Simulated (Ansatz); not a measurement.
```yaml
crystal:
  periodic: [false, false, false]
  atoms:
    - {symbol: N, position_ang: [-0.539420, 1.524612, -0.161225]}
    - {symbol: Al, position_ang: [-0.245206, -0.274596, -0.351111]}
    - {symbol: N, position_ang: [0.876925, -1.159099, 0.694853]}
    - {symbol: Cl, position_ang: [-1.157083, -1.136830, -1.952752]}
    - {symbol: H, position_ang: [-1.069910, 1.986347, -0.785227]}
    - {symbol: H, position_ang: [-0.083774, 2.093813, 0.528415]}
    - {symbol: H, position_ang: [1.380421, -0.833126, 1.502068]}
    - {symbol: H, position_ang: [0.965345, -2.162970, 0.541047]}
basis:
  gaussian: {orbitals: pcseg-2, nuclear_model: gaussian}
hamiltonian: {xc: {name: HF}}
correlation: {method: mp2, frozen_orbitals: {N: 9}}
output: {forces: true}
```

```sh
$ ansatz run in.yaml --threads 4 --pin off --events-out ev --progress --plain --max-ram 10444MiB
```

Output, abridged:

```
Functional definition: HF
  name "HF"
  cite "Fock, Z. Phys. 61, 126 (1930) doi:10.1007/BF01340294"
  parent pbe
  exchange = exact_x
  correlation = 0
Error: "frozen_orbitals" has no count for Al
```

Q: What is wrong with this run?

A: Frozen orbitals are typed for one element alone, and the program wants a count for each. The program refused the input.
